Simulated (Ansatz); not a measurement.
`C=N[CH](O)[GeH3]`, relaxed with RKS PBE-D4/def2-SVP in the Gaussian-basis code of Ansatz from a rough embedded geometry. The force threshold is 0.03 eV/Å; the program also tests the step.

Charge 0, multiplicity 1.

Start:

```xyz
12

C    -0.769   -1.618   -1.285
N    -0.034   -1.018   -0.486
C    -0.344    0.301    0.007
O    -0.356    1.271   -0.925
Ge    0.900    0.767    1.464
H    -1.701   -1.145   -1.736
H    -0.516   -2.594   -1.693
H    -1.417    0.294    0.497
H     0.589    1.189   -1.360
H     2.329    0.749    0.893
H     0.801   -0.332    2.582
H     0.519    2.134    2.042
```

Q: How much energy does the relaxation release, and in how many steps? (Estimate.)

A: Ansatz gave: 14.21 kcal/mol, in 23 steps, 3 of them rejected.

Q: Which bonds change most? (An estimate is asked.)

A: The calculation gave: C3–O4 from 1.345 to 1.411 Å; O4–H9 from 1.043 to 0.979 Å; C3–H8 from 1.179 to 1.118 Å; C3–Ge5 from 1.971 to 2.022 Å.

Q: Give the relaxed structure. (Best estimate.)

A: Computed: 
```xyz
12

C    -0.731   -1.683   -0.956
N     0.002   -0.640   -1.050
C    -0.335    0.555   -0.331
O    -0.004    1.711   -1.070
Ge    0.725    0.550    1.390
H    -1.673   -1.729   -0.355
H    -0.431   -2.606   -1.488
H    -1.419    0.639   -0.072
H     0.844    1.503   -1.513
H     2.228    0.627    1.012
H     0.457   -0.735    2.226
H     0.338    1.809    2.208
```
